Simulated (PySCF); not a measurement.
Compound: C2H6SSi.
Numbering: `[CH2:1]=[CH:2][SiH2:3][SH:4]` (hydrogens: H5, H6 on C1; H7 on C2; H8, H9 on Si3; H10 on S4)

Geometry (PBE0-D3(BJ)/def2-SVP, Å), atoms numbered from 1 in this order:
```xyz
10
C2H6SSi angstrom
C      1.509    0.913    0.308
C      0.613    0.297   -0.473
Si    -0.773   -0.743    0.215
S     -2.704   -0.010   -0.388
H      1.474    0.827    1.400
H      2.319    1.526   -0.103
H      0.689    0.421   -1.562
H     -0.752   -2.131   -0.332
H     -0.631   -0.771    1.703
H     -2.538    1.207    0.176
```

The closed-shell ground state was solved at several levels (PySCF, density fitting, gas phase, non-relativistic).

```json
{"level": "KT2/pcSseg-2", "basis functions": "242", "HOMO (eV)": "-6.27", "LUMO (eV)": "-1.83", "gap (eV)": "4.44", "dipole (D)": "1.78"}
{"level": "OPBE/pcSseg-2", "basis functions": "242", "HOMO (eV)": "-6.22", "LUMO (eV)": "-1.77", "gap (eV)": "4.45", "dipole (D)": "1.85"}
{"level": "BLYP/pcSseg-2", "basis functions": "242", "HOMO (eV)": "-6.04", "LUMO (eV)": "-1.71", "gap (eV)": "4.33", "dipole (D)": "1.75"}
{"level": "CAM-B3LYP/def2-SVPD", "basis functions": "139", "HOMO (eV)": "-8.69", "LUMO (eV)": "0.25", "gap (eV)": "8.94", "dipole (D)": "1.86"}
{"level": "B3LYP/pcSseg-2", "basis functions": "242", "HOMO (eV)": "-7.16", "LUMO (eV)": "-1.09", "gap (eV)": "6.07", "dipole (D)": "1.83"}
{"level": "B97-2/pcSseg-2", "basis functions": "242", "HOMO (eV)": "-7.16", "LUMO (eV)": "-0.92", "gap (eV)": "6.24", "dipole (D)": "1.89"}
{"level": "B97-D/pcSseg-2", "basis functions": "242", "HOMO (eV)": "-6.17", "LUMO (eV)": "-1.74", "gap (eV)": "4.43", "dipole (D)": "1.80"}
{"level": "PBE0/IGLO-III", "basis functions": "218", "HOMO (eV)": "-7.28", "LUMO (eV)": "-0.82", "gap (eV)": "6.46", "dipole (D)": "1.64"}
{"level": "BHandHLYP/pcSseg-2", "basis functions": "242", "HOMO (eV)": "-8.46", "LUMO (eV)": "0.19", "gap (eV)": "8.65", "dipole (D)": "1.93"}
```

Task: Estimate the row for PBE0/STO-3G, a basis of 34 functions; the other rows only guide the guess.

Result: HOMO -3.60 eV, LUMO 3.12 eV, gap 6.72 eV, dipole 1.05 D.

Task: Over all these levels, which gives the widest orbital gap and which the narrowest?

Result: CAM-B3LYP/def2-SVPD (range-separated hybrid) has the widest, 8.94 eV, and BLYP/pcSseg-2 (GGA) the narrowest, 4.33 eV. Functional and basis both differ between the two, so the spread mixes both effects.

Task: In the pcSseg-2 basis, how does the gap go with the fixed share of exact exchange?

Result: BLYP (0 %) 4.33 eV; B97-D (0 %) 4.43 eV; KT2 (0 %) 4.44 eV; OPBE (0 %) 4.45 eV; B3LYP (20 %) 6.07 eV; B97-2 (21 %) 6.24 eV; BHandHLYP (50 %) 8.65 eV. Each rise in the share widens the gap here.

Task: How far do the dipole and the HOMO energy spread over the levels?

Result: The dipole runs from 1.05 to 1.93 D (mean 1.74 D) and the HOMO from -8.69 to -3.60 eV.

One conformer stands for the species.
